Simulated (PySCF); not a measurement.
Cl (SMILES [Cl]), doublet. Base run: R2SCAN/aug-cc-pVDZ (PySCF).

Here is a job for PySCF.
```python
from pyscf import gto, scf, dft

mol = gto.Mole()
mol.atom = '''
    Cl    0.00000000    0.00000000    0.00000000
'''
mol.basis = 'aug-cc-pvdz'
mol.spin = 1
mol.verbose = 4
mol.build()

mf = dft.UKS(mol)
mf.xc = 'r2scan'
mf.kernel()
```

The base run was repeated with changes; each row names its change, and settings that it needs were set with it.

```
change                                           ΔE vs base (mEh)  fitting functions
-----------------------------------------------  ----------------  -----------------
base                                                        0.000                  -
auxbasis = even-tempered beta=2.0                          -0.008                220
auxbasis = def2-svp-ri                                     -853.8                 62
auxbasis = default (with mf = mf.density_fit())            -0.013                128
auxbasis = cc-pvtz-ri                                     -14.206                122
auxbasis = def2-universal-jkfit                            -0.019                128
auxbasis = even-tempered beta=1.6                           0.000                303
auxbasis = cc-pvqz-jkfit                                   -0.019                148
auxbasis = even-tempered beta=3.0                          -2.271                140
auxbasis = cc-pvdz-jkfit                                   -0.019                112
```

A fitting set is made for a task (jfit for Coulomb, jkfit for Coulomb and exchange, ri for correlation) and for a family of orbital bases.

Open shells are given as the SCF converged; they aren't shown to be the lowest states, and a large step between rows can be another state.
